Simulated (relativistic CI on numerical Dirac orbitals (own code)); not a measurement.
# One change at a time: Te XXIX

Base calculation: Dirac-Coulomb-Breit CI, separate exchange-only KLI orbitals for each configuration, model QED, unscaled Slater integrals.

Configurations in the expansion (outside the closed core [Ne]): 3s2 3p6 3d6, 3s2 3p5 3d7, 3s2 3p4 3d8, 3s 3p6 3d7, 3p6 3d8, 3s 3p5 3d8, 3s2 3p6 3d5 4s, 3s2 3p6 3d5 4p, 3s2 3p6 3d5 4d, 3s2 3p4 3d7 4s, 3s2 3p6 3d5 4f, 3s2 3p5 3d6 4s, 3s2 3p6 3d4 4s2, 3s 3p6 3d6 4s, 3s2 3p6 3d5 5s, 3p6 3d7 4s. Levels of other configurations are missing.

Variants: (1) valence Slater integrals scaled by 0.9; (2) Breit term removed; (3) only the first 3 configurations. Shifts of the energy above 3s2 3p6 3d6 5D_4, in cm⁻¹, for the lowest level and the first level of each name with at least 55 % of one term (blank where a level changes its place among those of its configuration and J or its character, or is not in the variant):

```
            Level     Base    Δ(1)    Δ(2)   Δ(3)
 3s2 3p6 3d6 5D_4        0       0       0      0
 3s2 3p6 3d6 5D_3    64116   +2058   +1560   -291
 3s2 3p6 3d6 5D_0    75207   -2481   -1081   +500
 3s2 3p6 3d6 5D_1    83653    +779    +404   +361
 3s2 3p6 3d6 3H_6   137052   -7392   +5780   -573
 3s2 3p6 3d6 3D_1   213989  -10822    +660  +1567
 3s2 3p6 3d6 3D_2   214551  -10416   +2024  +1511
 3s2 3p6 3d6 3D_3   237024  -10825   +2860   +967
 3s2 3p6 3d6 3P_0   240139  -17950    -417  +3762
 3s2 3p6 3d6 1I_6   254564  -10340   +8855   -842
 3s2 3p6 3d6 3P_1   282814   -7990   +4297  +3596
 3s2 3p6 3d6 1G_4   298029  -13076   +6433   +860
 3s2 3p6 3d6 3F_4   348961           +5736   +583
3s2 3p5 3d7 5G°_6  1645206  +14146   +9198   -539
3s2 3p5 3d7 3D°_3  1708247   +8298   +6049  +8422
3s2 3p5 3d7 5G°_5  1749800  +12240  +10177   +963
3s2 3p5 3d7 3H°_6  1805188   +5068  +11585   +875
3s2 3p5 3d7 3D°_2  1811223   +5299   +7852  +8462
3s2 3p5 3d7 3P°_1  1837611   +4035   +7671  +7560
3s2 3p5 3d7 3H°_5  1878391   +1451  +11587  +3681
3s2 3p5 3d7 3I°_7  1881363   -2408  +13840   -298
3s2 3p5 3d7 1H°_5  1916055   -2998  +11440  +7410
```

At this charge energies of transitions that change n are usually good to better than 1 %, and those within a shell (Δn = 0) to a few per cent. Terms inside the open d or f shell come out 10 to 20 % too wide with unscaled integrals.

Ionisation energy from the two ground configurations alone: base 1617.67 eV; valence Slater integrals scaled by 0.9 1618.6 eV; Breit term removed 1618.2 eV. The NIST ASD value (theoretical) is 1618 eV.

LS names give the leading component of a level, which can be under half, so a name can repeat, a term be missing and a line seem to break the LS rules.
